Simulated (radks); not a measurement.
Results of a calculation; reference values are marked as such.
Initial-state core-level shifts of the phosphorus ion P3+ when its valence configuration changes from [Ne] 3s2. Level of theory: non-relativistic Kohn-Sham, PBE, spin-polarised, spherical densities, point nucleus; open shells are filled with parallel spins first (a radial shooting solver on a logarithmic mesh with Libxc functionals). Shifts are changes of the shell-averaged eigenvalues in eV (positive: less bound); the change of the density at the nucleus, which sets a Mossbauer isomer shift, is in e/bohr^3, on a base of 2196.

| valence | 1s | 2s | 2p | density at nucleus |
|---|---|---|---|---|
| 3s1 3p1 | -0.880 | -0.930 | -0.908 | -8.5870 |
| 3p2 | -2.021 | -2.098 | -2.054 | -17.3986 |
| 3s1.5 3p0.5 | -0.519 | -0.534 | -0.524 | -4.2709 |
| 3s0.5 3p1.5 | -1.452 | -1.516 | -1.483 | -12.9883 |
